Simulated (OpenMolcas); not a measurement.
Fe2+: effect of the metal basis

Fe2+ with its 6 nearest oxide ions at 2.141 Å, on the Mg site of MgO (a = 4.2112 Å, distance in the model lattice 2.106 Å). The rest of the host is ab initio model potentials to 7.6 Å and point charges beyond; the distance is set by hand and nothing relaxes.

- Program: OpenMolcas
- Method: SS-CASPT2, IPEA 0.25 Eh, imaginary shift 0.1 Eh (closed shells correlated: 3s 3p and the ligand valence shells)
- Spin-orbit coupling: RASSI with atomic mean-field integrals over the reference wave functions

Fixed: ligand basis ANO-RCC-VDZP, active space 6 electrons in 5 orbitals (3d), DKH2 Hamiltonian.

States (labels of O, the rotations of Oh). Energies in cm-1 above the lowest state or level, χT in cm3 K/mol; under a threefold ground state the first gap can be a small split of the lowest multiplet, not the spin-orbit step.

| Run | Metal basis | Ground state | First state of that spin | First gap with spin-orbit (degeneracies) | χT at 300 K | First state of another spin | Cost |
| --- | --- | --- | --- | --- | --- | --- | --- |
| A | ANO-RCC-VDZP | 5T2 | 5E 12470 | 190 (3, 2) | 4.021 | 1A1 9710 | roughly 5 core-minutes |
| B | ANO-RCC-VTZP | 5T2 | 5E 12560 | 190 (3, 2) | 4.019 | 1A1 8660 | roughly 6 core-minutes |

Against A, the first state of the same spin changes by +0.7 % in B.

Costs are those of the CASPT2 steps.

Roots that are degenerate in the reference are averaged as groups; the widest CASPT2 spread within a group is 890 cm-1 (the 3-fold group of multiplicity 1 near 28800 cm-1 above the lowest state of its run, A). Shifts and gaps below about the spread of the groups concerned are not significant. Over all roots computed the reference weight is 0.69 to 0.72 in A, 0.69 to 0.71 in B; a low but even weight reflects the number of correlated electrons. An orbital triplet at a regular site is open to Jahn-Teller coupling, which can distort the site and quench the lowest spin-orbit gaps and is left out. A single d shell leaves out the double-shell effect, which counts most for late 3d ions, where the CASPT2 field can be off either way by tens of per cent. Ligand-to-metal charge-transfer states are missing. These CASPT2 states fit no ligand-field parameters well, so their order and spin gaps are uncertain. For late 3d ions with one d shell CASPT2 can put B and the spin-flip bands somewhat low as well as high. With one d shell and no ligand orbital active, 10Dq can be off by tens of per cent for divalent 3d ions, low with halides held by bare charges and at times high in hosts. Free-ion shares, where given, are those of the reference states; single-state CASPT2 does not remix them. This shell can be high or low spin here, a state of another spin lies low, and with metal d orbitals alone active their balance is uncertain, so the ground spin may be wrong (holds for B). No measured value stands beside these numbers; the geometry was set by hand and not optimised.
